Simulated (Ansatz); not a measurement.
The lowest singlet and triplet of H2P (SMILES [PH2+]); geometries from B3LYP-D3(BJ)/def2-TZVP, each state relaxed from the structure named, with no frequency check.
Singlet at the triplet's geometry (charge 1, multiplicity 1):
```xyz
3

P      0.000     0.081     0.000
H     -1.236    -0.612     0.000
H      1.239    -0.605     0.000
```

A positive gap puts the triplet lower; no zero-point energy. R- takes a restricted singlet. U- takes an unrestricted singlet (broken symmetry where lower, unprojected). The triplet is unrestricted in single-reference levels. Active spaces average the two states.

Frozen-core correlation.

Codes used: Ansatz (Gaussian orbitals). Values without a source in brackets are computed.

Problem. Predict the gap E(singlet) − E(triplet), vertical, at the triplet's geometry from R-PBE0/def2-TZVPP.

Solution. 2.5 kcal/mol

Problem. Predict the gap E(singlet) − E(triplet), vertical, at the triplet's geometry from FIC-MRCISD+Q on SA-CASSCF(6,6)/cc-pV(Q+d)Z.

Solution. -5.5 kcal/mol

Problem. What is the computed gap E(singlet) − E(triplet), vertical, at the triplet's geometry (U-MP2/cc-pV(D+d)Z (spin-contaminated))?

Solution. 0.6 kcal/mol

Doubts at one or more of the structures used: a restricted determinant that unrestricted orbitals would lower (R-PBE0/def2-TZVPP).

Ansatz is a first-principles code.
